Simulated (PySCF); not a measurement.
A GIAO shielding run with PySCF (density fitting, non-relativistic, gas phase) on SMILES [SiH3]N[Si@@H]([SiH3])[SiH2]P, H₁₂NPSi₄:

```
$ OMP_NUM_THREADS=1 python probes_run.py task.json out

{"job": {"kind": "nmr", "xc": "PBE0", "basis": "pcSseg-1"}, "charge": 0, "multiplicity": 1}
Si    -2.321570    -1.278658    -0.518676
N     -0.603901    -1.053789    -0.574768
Si     0.468805    -0.530125     0.700803
Si     2.609079    -1.024973    -0.056150
Si     0.031800     1.709055     1.245726
P     -0.509633     2.979906    -0.525509
H     -2.592822    -2.174906     0.601229
H     -2.686336    -1.857360    -1.810079
H     -3.013391     0.000520    -0.310550
H     -0.227023    -0.991345    -1.506888
H      0.057578    -1.370589     1.843588
H      3.609623    -0.449079     0.845443
H      2.919915    -2.452793    -0.168168
H      2.881133    -0.462211    -1.386564
H      1.216030     2.380515     1.807817
H     -1.059615     1.973693     2.196475
H      0.562136     2.566202    -1.298234
H     -1.350568     2.042254    -1.097152
```

Hardware: 1 thread of an Arm Neoverse N1, shared host. The job also computes population analyses, field gradients.

Q: How large is the calculation?

A: 90 electrons, 197 basis functions and 1141 auxiliary functions.

Q: How long does it take, and how much memory does it need?

A: 63 s of wall time, with 12 SCF cycles and 4 response iterations; peak memory 0.83 GiB. Times on a shared host scatter by some tens of per cent.
